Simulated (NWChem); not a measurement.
Species: CH₄AlI; SMILES [CH3][AlH][I]

```xyz
7

Al    -0.6182    -1.4902     0.0000
H     -2.1767    -1.7729     0.0002
I      0.0510     0.9045     0.0000
C      0.7462    -2.8773     0.0000
H      0.6328    -3.5254     0.8861
H      1.7702    -2.4754    -0.0031
H      0.6289    -3.5296    -0.8825
```
Atoms are numbered in this order, from 1.

Results from NWChem. Medium grid unless said otherwise, to which SCAN and Minnesota functionals are sensitive. Structure relaxed at the PBE0/def2-SVP level. def2 effective core potentials on I; no spin-orbit coupling. B3LYP is NWChem's, with the RPA form of VWN correlation.

Task: Order these by “orbital gap (eV)”, lowest first: B3LYP/def2-SVP; CAM-B3LYP/def2-SVP; LDA (Slater exchange, VWN5)/def2-SVP; BHandHLYP/def2-SVP.

Result: LDA (Slater exchange, VWN5)/def2-SVP (4.02), B3LYP/def2-SVP (5.56), BHandHLYP/def2-SVP (7.74), CAM-B3LYP/def2-SVP (8.17)
